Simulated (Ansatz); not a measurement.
Input for Ansatz (a program for electronic structure): R-PBE0/def2-TZVPP on C2H6FIn (SMILES C[CH2][InH][F]), a point of a torsion scan. Elements past Kr take the def2 small-core potentials; no spin–orbit coupling.

Ansatz 0.2 input:
```yaml
crystal:
  periodic: [false, false, false]
  atoms:
    - {symbol: C, position_ang: [-1.03143637, 0.19780009, -0.68117883]}
    - {symbol: C, position_ang: [-0.63471970, -0.24679463, 0.71028100]}
    - {symbol: In, position_ang: [1.57536177, -0.72050092, 0.68869254]}
    - {symbol: F, position_ang: [2.34626199, -0.42525234, -1.10585823]}
    - {symbol: H, position_ang: [-0.83186466, -0.58981035, -1.41037634]}
    - {symbol: H, position_ang: [-2.09420835, 0.43968708, -0.71996303]}
    - {symbol: H, position_ang: [-0.46679463, 1.08315460, -0.97983545]}
    - {symbol: H, position_ang: [-0.78710121, 0.53238750, 1.45544139]}
    - {symbol: H, position_ang: [-1.15276259, -1.15252494, 1.02156017]}
    - {symbol: H, position_ang: [2.86561106, -1.26864045, 1.72877209]}
basis:
  gaussian:
    orbitals: def2-TZVPP
hamiltonian:
  xc: {name: PBE0}
scf: {lower_state_search: off}
```

The head of its log:

```
WARN ansatz: RAYON_NUM_THREADS=1 ignored (pool sized by the plan → 1); use --threads N
Functional definition: PBE0
these checks for a lower state are left out or cut short: stability, starts, cluster_reference, orbital_swaps, neighbouring_geometries, increment
integrals: 0.14 GiB planned
1351 factors; their error is unknown
mean field: 1.25 GiB planned
mean field evaluation 1: about -10048.3303 eV, gradient 7.3e1 eV
mean field evaluation 2: about -10024.0622 eV, gradient 1.3e2 eV
```

### Question
Give the final energy of this run.

### Answer
-369.6918 hartree.
